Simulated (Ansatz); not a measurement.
The first iterations of a band of BCl2F + H3P (8 atoms, charge 0, multiplicity 1).

These are results of RKS PBE/6-31G* in Ansatz, not measurements.

```
movable images  : 5
climbing image  : yes
spring          : 5.0 eV/Å²
optimiser       : quadratic models (default)
start path      : through a guess of the saddle point
force threshold : 0.05 eV/Å
iteration limit : 60
end points      : relaxed
```

Initial state:

```xyz
8
Properties=species:S:1:pos:R:3
B -0.016 0.590 -0.166
F 0.031 0.800 1.143
Cl 1.483 0.465 -1.070
Cl -1.578 0.451 -0.956
P 0.163 -3.246 1.217
H -0.480 -2.908 -0.023
H 1.445 -2.799 0.750
H -0.142 -1.969 1.803
```

Final state:

```xyz
8
Properties=species:S:1:pos:R:3
B 0.123 -0.612 -0.441
F -0.164 0.372 2.125
Cl 1.587 0.306 -0.768
Cl -1.434 -0.026 -1.019
P 0.204 -2.249 0.587
H -0.688 -3.057 -0.180
H 1.429 -2.787 0.091
H -0.151 -0.563 2.301
```

| iteration | highest image above the first end (eV) | largest band force component (eV/Å) |
| --- | --- | --- |
| 1 | 4.243 | 6.858 |
| 2 | 3.050 | 4.308 |
| 3 | 2.279 | 3.737 |
| 4 | 2.265 | 6.186 |
| 5 | 1.926 | 3.118 |
| 6 | 1.843 | 2.019 |
| 7 | 1.851 | 2.632 |
| 8 | 1.810 | 1.236 |
| 9 | 1.775 | 0.648 |
| 10 | 1.803 | 6.015 |
| 11 | 1.795 | 4.798 |
| 12 | 1.793 | 1.367 |
| 13 | 1.792 | 0.491 |
| 14 | 1.791 | 2.606 |
| 15 | 1.790 | 1.433 |
| 16 | 1.790 | 0.212 |
| 17 | 1.817 | 2.457 |
| 18 | 1.702 | 0.935 |
| 19 | 1.694 | 2.956 |
| 20 | 1.739 | 1.394 |

Question: Does the band converge within its limit, and where does its top end?

Answer: The run ended unconverged. It ended after 60 iterations with the highest image 1.790 eV above the first end. The band didn't meet its force threshold, so its energies are provisional: the largest band force was still 0.67 eV/Å, and over the last iterations the top stayed at 1.79 eV. Inner images lie below an end point, which means an intermediate or an end that isn't the lowest structure nearby. The orbitals stay closed-shell, which can raise the energy where a bond breaks towards radicals; this wasn't checked here.

The run took 8.9 min on 2 threads of Arm Neoverse V1, with other jobs on the host, peak memory 0.13 GiB.
